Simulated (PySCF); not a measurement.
An element was calculated at r2SCAN (PySCF 2.14, spin-free X2C, a triple-zeta basis, no spin-orbit coupling), in the ground configurations that NIST lists.

```
first ionisation energy  : 5.879 eV
second ionisation energy : 11.864 eV
third ionisation energy  : 23.383 eV
```

Task: Which element is it?

Result: Erbium (Er, Z = 68), in ANO-RCC-VTZP. NIST lists 6.108, 11.916 ± 0.02, 22.7 ± 0.03 eV for these ionisation energies.
